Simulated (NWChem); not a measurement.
# HfH4O; SMILES [OH][HfH3]

```xyz
6

Hf     0.0283     0.1576    -0.0026
O      0.0832    -1.7313    -0.0084
H      0.1114    -2.6873    -0.0113
H     -0.9655     0.7072     1.4663
H      1.7702     0.7905     0.1117
H     -0.7709     0.7220    -1.5807
```
Atoms are numbered in this order, from 1.

The geometry was optimised at PBE0/def2-SVP. def2 effective core potentials on Hf; no spin-orbit coupling.

Question: List the 6 lowest vertical singlet excitations from B3LYP/def2-SVP with def2 effective core potentials on Hf, full TDDFT (NWChem).

Answer: 
```csv
state,energy (eV),oscillator strength,leading excitation (squared amplitude)
S1,4.52,0.000,HOMO → LUMO (0.40)
S2,4.65,0.000,HOMO → LUMO+1 (0.43)
S3,4.65,0.000,HOMO−1 → LUMO+1 (0.43)
S4,4.95,0.017,HOMO−1 → LUMO (0.37)
S5,5.41,0.002,HOMO → LUMO+2 (0.96)
S6,5.41,0.002,HOMO−1 → LUMO+2 (0.96)
```
